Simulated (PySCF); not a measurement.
**From computed data to an observable: entropy of an ideal gas**

Al(H)2(SeH) (AlH₃Se), SMILES [AlH2][SeH].

Coordinates come from a r2SCAN-D4/def2-TZVP optimisation.

r2SCAN-D4/def2-TZVP (PySCF) gives the harmonic wavenumbers 352, 387, 404, 569, 622, 765, 1940, 1960, 2428 cm⁻¹ and the rotational temperatures 3.9930, 0.2017, 0.1920 K. The molar mass is 108.98 g/mol, the symmetry number 1, the spin multiplicity 1.

Work out the entropy at 298.15 K and 1 atm in the rigid-rotor, harmonic-oscillator model.


Translation (Sackur–Tetrode at 1 atm): S = R[1.5 ln M + 2.5 ln T − 1.16487] = 167.3 J/(mol K).
Rotation: q = (√π/σ) T^1.5/√(θA θB θC) = 23200, S = R[ln q + 3/2] = 96.0 J/(mol K).
Vibration: with u = 1.4388 ν/T, each mode gives R[u/(e^u − 1) − ln(1 − e^−u)]:
```csv
ν (cm⁻¹),modes,u,S (J/(mol K))
352,1,1.70,4.84
387,1,1.87,4.23
404,1,1.95,3.97
569,1,2.75,2.12
622,1,3.00,1.73
765,1,3.69,0.99
1940,1,9.36,0.01
1960,1,9.46,0.01
```
The stiffer modes add less than 0.005 each. Sum 17.9 J/(mol K).
Spin: R ln 1 = 0.0 J/(mol K).
Total 281.2 J/(mol K); the program's own thermochemistry gives 281.2. Translation makes up 59 % and vibration 6 %. Anharmonicity, hindered rotation and orbital degeneracy are left out.
